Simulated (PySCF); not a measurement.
C5H3F, SMILES C=C=C(C#C)F.

Coordinates come from a B3LYP-D3(BJ)/def2-SVP optimisation. The structure was generated by enumeration, and PubChem lists no compound with its InChIKey, so it may never have been made.

All values below come from PySCF with r2SCAN/def2-TZVP.

Symmetry labels are those of the subgroup Cs that the program uses (full group Cs).

Computed valence orbital energies around the gap with their symmetry:
```
orbital  symmetry  energy (eV)
-------  --------  -----------
HOMO−7         A'       -12.76
HOMO−6         A"       -12.12
HOMO−5         A"       -11.46
HOMO−4         A'       -10.00
HOMO−3         A"        -8.32
HOMO−2         A'        -8.05
HOMO−1         A'        -7.33
HOMO           A"        -6.20
LUMO           A'        -1.97
LUMO+1         A"        -1.69
LUMO+2         A'         0.31
LUMO+3         A'         1.76
```
